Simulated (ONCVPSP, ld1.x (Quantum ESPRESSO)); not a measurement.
## Pseudopotentials across the periodic table

Generated with ld1.x 7.5 (TM, RRKJ, ultrasoft, PAW), atompaw 4.2 or ONCVPSP 4.0.1. The cutoff is in Ry: for ld1.x and atompaw files where the sum of valence levels is converged to 10 mRy in a Bessel basis, for ONCV files where the hardest occupied wave has 1 mHa per electron of residual kinetic energy. The error is the largest all-electron minus pseudo excitation energy over each file’s own four to seven test configurations (ionisations up to +4, promotions, holes and added fractions of an electron), all of which were solved. The labels leave out finer settings (local radius, basis sizes, second energies), which also bear on the numbers. Spin-polarised tests are not counted. The rows are a selection from randomly drawn settings: files with unsolved tests, undetermined cutoffs or missed reference levels are left out.

A true bound ghost makes a file unfit for plane-wave use even where its test errors are small: the radial tests pick states by their node count and pass the ghost by.

| element | potential | cutoff (Ry) | largest error (meV) | bound ghosts |
| --- | --- | --- | --- | --- |
| Mg | ONCV, PBE, scalar-relativistic, rc 0.40/0.70/0.70 (spd), local smoothed, core correction yes, reference 2s2 2p6 3s2, qcut 23.8/18.5/14.6, projectors 2/3/2 | 515 | +11 | s |
| Mg | ONCV, PBE, non-relativistic, rc 1.00/1.20 (sp), local smoothed, core correction yes, reference 2s2 2p6, qcut 13.5/9.5, projectors 2/1 | 101 | -408 | none |
| Ga | ultrasoft, PW91, scalar-relativistic, rc 1.75/2.35 (sp), local smoothed, core correction no, reference 4s2 4p1 | 10 | +110 | none |
| Se | ONCV, LDA (Perdew-Wang 92), scalar-relativistic, rc 1.00/1.20/0.70 (spd), local smoothed, core correction yes, reference 3s2 3p6 3d10 4s2 4p4, qcut 11/13.9/23.3, projectors 2/2/2 | 418 | -337 | none |
| Br | ONCV, PBE, scalar-relativistic, rc 1.30/1.70 (sp), local smoothed, core correction yes, reference 4s2 4p5, qcut 5.5/5.6, projectors 2/1 | 26 | -44 | none |
| Ru | ONCV, PBE, scalar-relativistic, rc 1.60/1.85/1.40 (spd), local smoothed, core correction yes, reference 4s2 4p6 4d7 5s0.5, qcut 8.7/7.6/7.3, projectors 2/2/1 | 50 | +1.7 | none |

Fill in the row for Re: ONCV, LDA (Perdew-Wang 92), fully relativistic, rc 1.75/1.20/2.20 (spd), local smoothed, core correction yes, reference 5s2 5p6 5d5 6s1.5, qcut 7.5/6.2/7.5, projectors 2/1/1.

cutoff 250 Ry, largest error -7.6 meV, bound ghosts: none.

Fill in the row for Zn: ONCV, PBEsol, scalar-relativistic, rc 1.25/1.00/1.05 (spd), local smoothed, core correction yes, reference 3s2 3p6 3d10 4s1, qcut 12/12.3/15.8, projectors 2/2/2.

cutoff 200 Ry, largest error -3.9 meV, bound ghosts: none.

Fill in the row for Rb: TM, PBE, scalar-relativistic, rc 4.20/4.20/3.75 (spd), local smoothed, core correction no, reference 5s1 5p0.

cutoff 6 Ry, largest error +79 meV, bound ghosts: none.
